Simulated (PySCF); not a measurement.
dibromo-chloro-fluoromethane (CBr₂ClF), SMILES FC(Cl)(Br)Br.

Geometry: B3LYP-D3(BJ)/def2-SVP.

These are PBE/def2-TZVP (PySCF) values and carry that method's errors.

The molecule is in vacuum.

Computed frontier levels, gap, dipole moment and polarisability:
The highest occupied level comes out as -7.14 eV and the lowest empty level is -3.12 eV. The orbital gap is 4.02 eV, the dipole moment comes out as 0.25 D and the quadrupole, principal values (traceless, Buckingham form, about the centre of nuclear charge) is -2.34, 0.83, 1.51 D·Å. The mean static polarisability is 66.7 bohr³ (9.89 Å³) and the polarisability, principal values is 50.5, 70.5, 79.2 bohr³.
